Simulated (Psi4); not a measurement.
Br$_{4}$Ti, singlet, at a GFN2-xTB geometry (such geometries of metal compounds can be far from the true shape).

Here is a job for Psi4.
```
memory 2 GB

molecule mol {
0 1
  Ti    0.000000   -0.000000   -0.000000
  Br    1.837950   -0.531399   -1.351868
  Br    0.722307    0.336398    2.202975
  Br   -1.015478    1.955289   -0.796014
  Br   -1.544778   -1.760289   -0.055093
}

set basis cc-pvdz
set reference rks

energy('b3lyp')
print_variables()
```

Problem. Estimate the total energy that B3LYP/cc-pVDZ (Psi4) returns for this input.

Solution. -11145.8545 Eh

Problem. What is the computed nuclear repulsion energy (B3LYP/cc-pVDZ)?

Solution. 1712.4479 Eh

Problem. What dipole moment does B3LYP/cc-pVDZ give?

Solution. 0.00 D

Problem. What number of basis functions does B3LYP/cc-pVDZ give?

Solution. 151

Problem. Roughly what does it cost on one core?

Solution. about 70 core-seconds (a rough figure).
